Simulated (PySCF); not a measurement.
C4H2F2, SMILES C#C/C(F)=C\F. Atoms are numbered in the order given.

```xyz
8

C     -0.8584     2.1892     0.0000
C     -0.2317     1.1513     0.0000
C      0.5059    -0.0605     0.0000
F      1.8377     0.0469     0.0000
C     -0.0286    -1.2897     0.0000
F     -1.3358    -1.4747     0.0000
H     -1.4162     3.1080     0.0000
H      0.5757    -2.1999     0.0000
```

Geometry optimised at PBE0-D3(BJ)/def2-SVP. The structure was generated by enumeration; whether it is a known compound was not checked.

Two levels are set side by side: PBE/pcSseg-1 (PySCF) and HF/pcSseg-1 (PySCF). GIAO shifts against CFCl3 (¹⁹F), TMS (¹H), TMS (¹³C) at the same level; non-relativistic, no solvent, atoms listed together averaged. Differences are taken from unrounded values.

| quantity | HF | PBE | PBE minus HF |
|---|---|---|---|
| δ(¹³C) of C1 (ppm) | 108.8 | 101.3 | -7.4 |
| δ(¹³C) of C2 (ppm) | 62.7 | 77.5 | 14.8 |
| δ(¹³C) of C3 (ppm) | 144.1 | 145.6 | 1.5 |
| δ(¹⁹F) of F4 (ppm) | -156.0 | -193.7 | -37.7 |
| δ(¹³C) of C5 (ppm) | 159.0 | 161.1 | 2.1 |
| δ(¹⁹F) of F6 (ppm) | -149.9 | -183.4 | -33.5 |
| δ(¹H) of H7 (ppm) | 4.91 | 4.12 | -0.79 |
| δ(¹H) of H8 (ppm) | 8.14 | 8.00 | -0.13 |

Rough cost on one machine, each run with all the roots and properties that it gave: HF against PBE within a factor of 2.
